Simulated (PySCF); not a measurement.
Compound: C3H11OPSi.
Atom-mapped SMILES: `[CH3:1][CH:2]([CH3:3])[O:4][SiH2:5][PH2:6]`

The computed photoelectron lines, unassigned: C 1s: 290.57 (area 2), 292.21 (area 1) eV; O 1s: 537.68 eV; Si 1s: 1847.03 eV; Si 2p3/2: 107.14 eV; P 1s: 2149.74 eV; P 2p3/2: 136.21 eV.

The calculation used PySCF 2.14.0, delta-SCF UKS SCAN, pcX-2 on the ionised atom, pcseg-1 elsewhere, spin-free X2C. Geometry: PBE0-D3(BJ)/def2-SVP, one conformer, isolated molecule.

Q: Order the carbon atoms by C 1s binding energy.

A: 290.57 eV: C1/C3 (methyl carbon); 292.21 eV: C2 (sp3 carbon bound to oxygen). Lowest listed C 1s: C1/C3, bonded to C and 3 H. Highest, 1.64 eV above it: C2, bonded to O, 2 C and H. Summing the Pauling electronegativity differences to the bonded atoms, each weighted by its formal bond order, gives -1.05 for the lowest site and +0.54 for the highest.

Bonded neighbours of each site: C1/C3: C and 3 H; C2: O, 2 C and H; O4: C and Si; Si5: O, 2 H and P; P6: 2 H and Si.

Q: Give the binding energy of O 1s of O4 in hartree and in kJ/mol.

A: 537.68 eV = 19.7594 Eh = 51878 kJ/mol.

One atom of each set of topologically equivalent atoms was ionised and stands for the set; in this conformer not all members are related by symmetry, and their own values weren't computed. Spin–orbit coupling isn't in the SCF: each 2p doublet comes from a relaxed spin-free hole plus a matrix of the shell (mean-field spin–orbit coupling and the ground-state 2p splitting), with 2p3/2 averaged over its two sublevels. 2p1/2 minus 2p3/2 (ligand field included): Si 0.62 eV, P 0.89 eV.

The values belong to the conformer `[CH3:1][CH:2]([CH3:3])[O:4][SiH2:5][PH2:6]`: C1–C2–O4–Si5 135°, C2–O4–Si5–P6 63°, H–P6–Si5–O4 177°, H–P6–Si5–O4 83°.
